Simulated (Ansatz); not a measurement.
Input for Ansatz (a program for electronic structure): R-RI-MP2/def2-QZVPP on H4OPbSi (SMILES [OH][Pb][SiH3]), a point of a torsion scan. Elements past Kr take the def2 small-core potentials; no spin–orbit coupling. Files ending in .json are basis or fitting sets from the Basis Set Exchange. The run froze 15 orbitals, filled d shells among them.

Ansatz 0.2 input:
```yaml
crystal:
  periodic: [false, false, false]
  atoms:
    - {symbol: O, position_ang: [2.46678809, 0.03441396, -0.34741088]}
    - {symbol: Pb, position_ang: [1.23341973, -1.48740157, 0.51228027]}
    - {symbol: Si, position_ang: [-1.04431939, -0.07894894, 0.36887129]}
    - {symbol: H, position_ang: [2.14325531, 0.88496239, -0.62872649]}
    - {symbol: H, position_ang: [-1.69085239, -0.06079920, -0.94872200]}
    - {symbol: H, position_ang: [-2.11286009, -0.58226614, 1.24463332]}
    - {symbol: H, position_ang: [-0.96652746, 1.34225833, 0.71641135]}
basis:
  gaussian:
    orbitals: def2-QZVPP.json
    fitting: {mean_field: def2-universal-JKFIT, correlation: def2-QZVPP-RIFIT.json}
magnetization: {spin_polarized: false}
correlation: {method: mp2, electrons: outside_noble_gas}
scf: {lower_state_search: off}
```

Program output:

```
WARN ansatz: RAYON_NUM_THREADS=1 ignored (pool sized by the plan → 1); use --threads N
Functional definition: HF
these checks for a lower state are left out or cut short: stability, starts, cluster_reference, orbital_swaps, neighbouring_geometries, increment
integrals: 0.43 GiB planned
528 factors; integrals over basis functions are off by at most 2.7e0 eV
mean field: 0.69 GiB planned
mean field evaluation 1: about -15179.7395 eV, gradient 4.5e1 eV
mean field evaluation 2: about -15180.9981 eV, gradient 4.3e1 eV
mean field evaluation 4: about -15184.2544 eV, gradient 1.6e0 eV
mean field evaluation 8: about -15184.2668 eV, gradient 2.6e-6 eV
mean field -15184.26678451 eV, -558.0115120650 hartree, gradient 2.6e-6 eV, S^2 0.000000; 0 other end points of the search recorded, 0 dependent functions left out
15 core orbitals not correlated, not the lowest: weight in the atoms' cores, before any rotation towards them, 0.932 or more for the frozen orbitals, at most 0.075 for the correlated occupied ones
797 factors; their error is unknown
reference -15184.26678451 eV, -558.0115120650 hartree; 9, 9 occupied and 305, 305 virtual orbitals, 797 factors
second order -13.43519554 eV of doubles, -0.00000000 eV of singles
Total energy: -15197.70198005 eV, -558.5052463944 hartree
Checks for a lower state left out: stability, starts, cluster_reference, orbital_swaps, neighbouring_geometries, increment
```

Self-consistency was reached.

Cost: roughly 4 core-seconds.
